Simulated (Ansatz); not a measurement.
Te₂Pb⁺. Total charge 1; quartet. Geometry PBE0-D4/def2-SVP; atoms count from 1.

Cartesian coordinates in Å:
```
Pb -1.673 0.875 -0.744
Te 1.479 -0.121 -0.701
Te 0.194 -0.754 1.445
```

In the def2 sets Pb, Te take a core potential; there is no spin–orbit coupling. At PBE0-D4/def2-TZVP a doublet of charge 1 lies 1.89 eV below the quartet, each at its own geometry. The structure comes from a short search, and lower isomers may exist.

(1) Estimate the Mulliken populations from the PBE0/def2-TZVP orbitals of Ansatz.

(2) Where does the spin sit?

(3) And the Mayer bond orders between bonded heavy atoms (over 0.3)?

Results:

(1) 
```csv
atom,charge (e),spin (α − β)
Pb1,0.53,1.11
Te2,0.23,0.95
Te3,0.23,0.95
```
Mulliken values and Mayer orders depend strongly on the basis.

(2) Summed by element: Pb 1.11, Te 1.89, of 3 unpaired in all. Largest on single atoms: Pb1 1.11, Te3 0.95, Te2 0.95.

(3) Pb1–Te2 0.43 (3.31 Å); Pb1–Te3 0.43 (3.31 Å); Te2–Te3 1.90 (2.58 Å).
